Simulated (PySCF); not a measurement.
**Fine-structure interval of Tc¹⁶⁺ by level of theory**

Tc¹⁶⁺ [Ar] 3d9 [3d3/2^4 3d5/2^5, M_J = 5/2] → Tc¹⁶⁺ [Ar] 3d9 [3d3/2^3 3d5/2^6, M_J = 3/2], as a difference of total energies. All numbers are calculated (PySCF 2.14, the two-component X2C-1e Hamiltonian, in an uncontracted even-tempered set (17 s from 1.5 bohr⁻², ratio 2.8; 13 p from 1.9 bohr⁻², ratio 2.8; 8 d from 1.9 bohr⁻², ratio 2.8; 4 f from 9.9 bohr⁻², ratio 3)). Correlated levels: [Ne] frozen; the 76 highest virtual spinors dropped. "Screened" scales the spin-orbit matrix elements by Boettger's factors to mimic the two-electron term; Breit and QED terms are absent.

| method | fine-structure interval (cm⁻¹) |
| --- | --- |
| GHF (screened spin-orbit) | 32244 |
| GMP2 (screened spin-orbit) | 32197 |
| GHF (bare spin-orbit) | 42054 |
